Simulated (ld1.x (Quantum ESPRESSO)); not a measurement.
## Bi, PAW: configuration errors across variants

```json
{
 "Element": "bismuth",
 "Generator": "ld1.x (Quantum ESPRESSO) 7.5",
 "Type": "PAW",
 "Functional": "BP86",
 "Relativity": "scalar-relativistic",
 "Frozen core": "[Xe] 4f14",
 "Valence charge": "15",
 "Reference configuration": "5d10 6s2 6p3",
 "Partial waves": "6s (bound): rcut 1.65, rcutus 2.10 bohr; 6s channel at -0.7 Ry: rcut 1.65, rcutus 2.10 bohr; 6p (bound): rcut 2.20, rcutus 2.35 bohr; 6p channel at 0.2 Ry: rcut 2.20, rcutus 2.35 bohr; 5d (bound): rcut 0.85, rcutus 1.15 bohr; 5d channel at 1.4 Ry: rcut 0.85, rcutus 1.15 bohr",
 "Local potential": "all-electron potential smoothed inside 1.45 bohr (lloc = -1)",
 "Core correction": "a·sin(br)/r model core inside 0.60 bohr",
 "Augmentation charge": "PSQ, radius 0.80 bohr"
}
```

All-electron excitation energies from the reference (eV): (1) 5d10 6s2 6p2 8.073; (2) 5d10 6s2 6p1 23.499; (3) 5d10 6s2 6p0 46.982; (4) 5d10 6s2 6p3.3 -1.137; (5) 5d10 6s2 6p2.5 3.174; (6) 5d10 6s1 6p0 92.567; (7) 5d10 6s1 6p4 10.097.

The overlap operator is not positive definite (basis up to 400 Ry) in “waves 5d (bound): rcut 0.85, rcutus 1.32 bohr; 5d channel at 1.4 Ry: rcut 0.85, rcutus 1.32 bohr”, “waves 5d (bound): rcut 0.85, rcutus 1.42 bohr; 5d channel at 1.4 Ry: rcut 0.85, rcutus 1.42 bohr”, “waves 5d (bound): rcut 0.85, rcutus 1.54 bohr; 5d channel at 1.4 Ry: rcut 0.85, rcutus 1.54 bohr”. Such files are unfit for use, however small their errors in these radial tests.

4 further variants failed, have other tests or too few solved ones, and are left out.

A true bound ghost makes a file unfit for plane-wave use even where its test errors are small: the radial tests pick states by their node count and pass the ghost by.

Errors AE − PS in meV (a dash: test not solved or not reliable):

```tsv
change	(1)	(2)	(3)	(4)	(5)	(6)	(7)	bound ghosts
base	-3.8	-11	-25	+0.5	-1.4	-55	-2.6	s, p
waves 5d (bound): rcut 0.85, rcutus 1.00 bohr; 5d channel at 1.4 Ry: rcut 0.85, rcutus 1.00 bohr	-3.7	-11	-25	+0.5	-1.5	–	–	s, p
waves 5d (bound): rcut 0.85, rcutus 1.06 bohr; 5d channel at 1.4 Ry: rcut 0.85, rcutus 1.06 bohr	-3.9	-12	-26	+0.5	-1.5	-55	-2.3	d, s, p
waves 5d (bound): rcut 0.85, rcutus 1.32 bohr; 5d channel at 1.4 Ry: rcut 0.85, rcutus 1.32 bohr	-3.7	-11	-25	+0.5	-1.4	-55	-2.9	s, p (d not tested, overlap not positive)
waves 5d (bound): rcut 0.85, rcutus 1.42 bohr; 5d channel at 1.4 Ry: rcut 0.85, rcutus 1.42 bohr	-3.8	-11	-25	+0.5	-1.4	-55	-2.8	s, p (d not tested, overlap not positive)
waves 5d (bound): rcut 0.85, rcutus 1.54 bohr; 5d channel at 1.4 Ry: rcut 0.85, rcutus 1.54 bohr	-3.7	-11	-20	+0.5	-1.5	–	–	s, p (d not tested, overlap not positive)
```

**Question.** Give the same row for: waves 5d (bound): rcut 0.85, rcutus 1.18 bohr; 5d channel at 1.4 Ry: rcut 0.85, rcutus 1.18 bohr.

**Answer.** -3.8, -11, -25, +0.5, -1.5, -55, -2.6; bound ghosts: s, p.
